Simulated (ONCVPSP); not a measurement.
**Varying the ONCV potential for La (Z = 57)**

Base potential:

lanthanum (La), optimised norm-conserving Vanderbilt (ONCV), made with ONCVPSP 4.0.1 (LDA (Perdew-Wang 92), scalar-relativistic). Core [Kr] 4d10, reference 5s2 5p6 5d1 6s1.5 (charge +0.5). Waves: 5s+6s: rc 2.60 bohr, ncon 4, nbas 9, qcut 5 1/bohr, 2 projectors; 5p: rc 1.85 bohr, ncon 4, nbas 9, qcut 3.9 1/bohr, 2 projectors, debl 1.1 Ha; 5d: rc 2.65 bohr, ncon 4, nbas 8, qcut 4.1 1/bohr, 2 projectors, debl 2.6 Ha; f scattering state at 0.47 Ha: rc 2.80 bohr, ncon 5, nbas 8, qcut 4.4 1/bohr, 1 projector. Local part: polynomial inside 1.75 bohr (lpopt 5, dvloc0 0 Ha). Core correction: none.

In the f channel the program set the typed energies aside and used -0.272 Ha.

All-electron outer shells of the reference configuration (LDA (PZ), scalar-relativistic, ld1.x):

| shell | level (eV) | outermost node (bohr) | outermost maximum (bohr) |
| --- | --- | --- | --- |
| 5s | -41.88 | 0.77 | 1.41 |
| 5p | -25.28 | 0.83 | 1.58 |
| 6s | -6.14 | 1.85 | 3.65 |
| 5d | -5.84 | 0.95 | 2.21 |

Cutoffs, loose and tight: the cutoffs (Ha) at which the residual kinetic energy of the hardest occupied pseudo-wave falls to 1 and 0.1 mHa per electron. They do not see the model core or the augmentation charge, which bear on the density cutoff. Test errors are all-electron minus pseudo excitation energies from the reference, over the configurations 5s2 5p6 5d1 6s2; 5s2 5p6 5d1 6s1; 5s2 5p6 5d1 6s0; 5s2 5p6 5d1.5 6s1.5. A dash means not determined; rows that change the core or the reference have their own tests.

```tsv
change	outcome	cutoff, loose	cutoff, tight	bound ghosts	GHOST(+) flags above zero	largest test error (meV)
base	generated, projector energies reset by the program	42 Ha	77 Ha	none	s	-3.8
s: qcut 3.2	generated, projector energies reset by the program	42 Ha	77 Ha	none	s	-6.4
s: qcut 3.8	generated, projector energies reset by the program	42 Ha	77 Ha	none	s	-5.5
s: qcut 4.5	generated, projector energies reset by the program	42 Ha	77 Ha	none	s	-4.4
s: qcut 5.1	generated, projector energies reset by the program	42 Ha	77 Ha	none	s	-3.7
s: qcut 5.5	generated, projector energies reset by the program	42 Ha	77 Ha	none	s	-3.3
s: qcut 6.2	generated, projector energies reset by the program	42 Ha	77 Ha	none	s	-2.8
s: qcut 7	generated, projector energies reset by the program	42 Ha	77 Ha	none	s	-2.2
```

What comes out with this change to the base: s: qcut 7.3?

outcome: failed: ERROR pspot: first pseudo wave function has node, program will stop. Cause: the optimised pseudo-wave of the first projector has a node, so the radial equation cannot be inverted for a potential.

Reading the sweep of the qcut of the s channel (base included, trends over the rows without a ghost): The loose cutoff stays near 42 Ha. The median size of the test errors (rows with all tests solved) stays near 0.7 meV. The generation fails at 7.3 1/bohr.
